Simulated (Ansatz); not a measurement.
A run for Ansatz (a first-principles code): R-CCSD(T)/aug-cc-pVDZ on N2 (SMILES N#N) with ghost functions, monomers drawn apart or pushed together.

Ansatz 0.2 input:
```yaml
crystal:
  periodic: [false, false, false]
  atoms:
    - {symbol: N, position_ang: [1.14415365, 0.98749963, -0.19306015]}
    - {symbol: N, position_ang: [0.77129285, 0.24647173, 0.51469045]}
basis:
  gaussian:
    orbitals: aug-cc-pVDZ
    ghost_atoms:
      - {symbol: C, position_ang: [-1.47668319, 0.40276866, 4.05703774]}
      - {symbol: C, position_ang: [-0.02176531, 0.04002708, 4.30571270]}
      - {symbol: O, position_ang: [0.32941729, -1.23114664, 3.77070964]}
      - {symbol: H, position_ang: [-1.72193865, 1.36008626, 4.52345588]}
      - {symbol: H, position_ang: [-2.13673996, -0.36286418, 4.46741883]}
      - {symbol: H, position_ang: [-1.68090365, 0.49065025, 2.98674158]}
      - {symbol: H, position_ang: [0.63752212, 0.82199359, 3.90698087]}
      - {symbol: H, position_ang: [0.17377048, -0.03160066, 5.37666113]}
      - {symbol: H, position_ang: [0.22856343, -1.19221906, 2.81352924]}
magnetization: {spin_polarized: false}
correlation: {method: ccsd_t, electrons: outside_noble_gas}
scf: {lower_state_search: off}
```

The head of its log:

```
WARN ansatz: RAYON_NUM_THREADS=1 ignored (pool sized by the plan → 1); use --threads N
Functional definition: HF
these checks for a lower state are left out or cut short: stability, starts, cluster_reference, orbital_swaps, neighbouring_geometries, increment
integrals: 0.50 GiB planned
1344 factors; integrals over basis functions are off by at most 1.1e-3 eV
mean field: 0.35 GiB planned
mean field evaluation 1: about -2964.6822 eV, gradient 1.0e1 eV
mean field evaluation 2: about -2964.6886 eV, gradient 1.0e1 eV
mean field evaluation 4: about -2964.9944 eV, gradient 3.8e-1 eV
mean field evaluation 8: about -2964.9948 eV, gradient 2.3e-5 eV
mean field -2964.99482633 eV, -108.9615501221 hartree, gradient 6.5e-7 eV, S^2 0.000000; 0 other end points of the search recorded, 0 dependent functions left out
2 core orbitals not correlated
reference -2964.99482633 eV, -108.9615501221 hartree; 5, 5 occupied and 162, 162 virtual orbitals, 1344 factors
```

**Question.** Predict the final total energy.

**Answer.** -109.2934 hartree (reference determinant -108.9616, T1 diagnostic 0.013).
